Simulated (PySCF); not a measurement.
Which orbitals make which state

Species: Cl3Si(SH), Cl₃HSSi.
Z-matrix (Å and degrees, GFN2-xTB geometry), rows numbered from 1:
```
S 
Si  1  2.1599
Cl  2  2.0200  1  110.05
Cl  2  2.0056  1  106.76  3   120.26
Cl  2  2.0199  1  110.09  3  -119.49
H   1  1.3271  2   96.24  3    59.50
```

Computed, not measured: PySCF 2.14.0, density-fitted response routines, TDDFT B3LYP/def2-SVPD, vertical, gas phase, core orbitals frozen in the response.

Orbital energies (eV): HOMO-3 -9.73, HOMO-2 -9.27, HOMO-1 -9.26, HOMO -7.80, LUMO -1.07, LUMO+1 -0.43, LUMO+2 0.07.

Computed singlets:

```csv
state,E (eV),f
S1,5.64,0.0075
S2,6.20,0.0078
S3,6.83,0.014
S4,6.95,0.0081
S5,7.06,0.0007
S6,7.16,0.0012
S7,7.48,0.173
S8,7.64,0.020
```

Problem. Assign a leading configuration to S1, S2 and S6 and set E beside the orbital difference Δε.

Solution. 

```csv
state,leading configuration,weight,Δε (eV),E (eV),E − Δε (eV),f,other configurations
S1,HOMO→LUMO,0.92,6.73,5.64,-1.09,0.0075,–
S2,HOMO→LUMO+1,0.92,7.38,6.20,-1.17,0.0078,–
S6,HOMO-2→LUMO,0.98,8.20,7.16,-1.04,0.0012,–
```

E − Δε runs from -1.17 to -1.04 eV. Among themselves, these states come in the order of their orbital differences.

H and L stand for HOMO and LUMO. The other states: S3 6.83 eV, f 0.014, H→L+2 (51%), H→L+3 (47%); S4 6.95 eV, f 0.0081, H→L+3 (48%), H→L+2 (48%); S5 7.06 eV, f 0.0007, H→L+4 (64%), H-1→L (32%); S7 7.48 eV, f 0.173, H-1→L (52%), H→L+4 (21%), H-3→L (16%); S8 7.64 eV, f 0.020, H-4→L (94%).

Problem. Pair triplets and singlets of the same leading configuration (75% or more in both) and give the splittings.

Solution. 

```tsv
configuration	triplet	E(T) (eV)	singlet	E(S) (eV)	E(S) − E(T) (eV)
HOMO→LUMO	T1	5.27	S1	5.64	+0.37
HOMO→LUMO+1	T2	5.82	S2	6.20	+0.38
```

The 3 triplets are Tamm–Dancoff values, the singlets full response.

Summed over the main configurations (up to three a state, each over 8%) of all 8 singlets, the electron leaves HOMO with weight 4.62, HOMO-2 with weight 0.98, HOMO-4 with weight 0.94 and HOMO-1 with weight 0.85.

Hardware: an Arm Neoverse V1 with one thread, no GPU, shared host. Cost: 11 s wall.
